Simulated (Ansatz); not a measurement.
Born–Oppenheimer molecular dynamics of BrCl2F4HMo (9 atoms, charge 0, multiplicity 1). It starts at the highest image of a converged band, a first-order saddle point between two minima.

All numbers below come from RKS PBE/def2-SVP in Ansatz 0.2.0.

```
ensemble                      : NVE (velocity Verlet)
time step                     : 0.5 fs
steps asked                   : 200
starting velocities drawn for : 300 K
seed                          : 3315
```

First frame:

```xyz
9
Properties=species:S:1:pos:R:3
Mo 0.035 0.186 -0.085
Cl -0.491 0.620 2.417
F 1.530 0.007 -1.166
Cl -0.132 2.454 -0.125
F -1.650 -0.515 0.222
F 0.643 -1.397 0.644
F -0.727 0.229 -1.778
Br 2.479 0.997 1.464
H 1.181 0.949 2.373
```

Task: How far do the bonds stretch over the last three quarters of this one trajectory? (Pairs bonded in most of those frames.)

Result: 
```csv
bond,mean (Å),spread (Å),shortest,longest
Mo1–Cl2,2.671,0.018,2.64,2.70
Mo1–F3,1.867,0.043,1.79,1.93
Mo1–Cl4,2.277,0.026,2.23,2.31
Mo1–F5,1.847,0.020,1.82,1.88
Mo1–F6,1.855,0.023,1.81,1.89
Mo1–F7,1.876,0.042,1.80,1.93
Mo1–Br8,2.960,0.037,2.89,3.01
Cl2–H9,1.608,0.083,1.43,1.72
Br8–H9,1.665,0.070,1.55,1.80
```

Mean temperature of the second half: 158 K. The conserved energy stayed within 0.022 meV per atom of its start (net change 0.003 meV per atom), so the integration is sound. A run of 0.1 ps of so small a system gives no equilibrium averages. The orbitals stay closed-shell, which can raise the energy where a bond breaks towards radicals; this wasn't checked here.

Time of the run: 9.8 min on 4 threads of Arm Neoverse V1, on a shared host, peak memory 0.3 GiB.
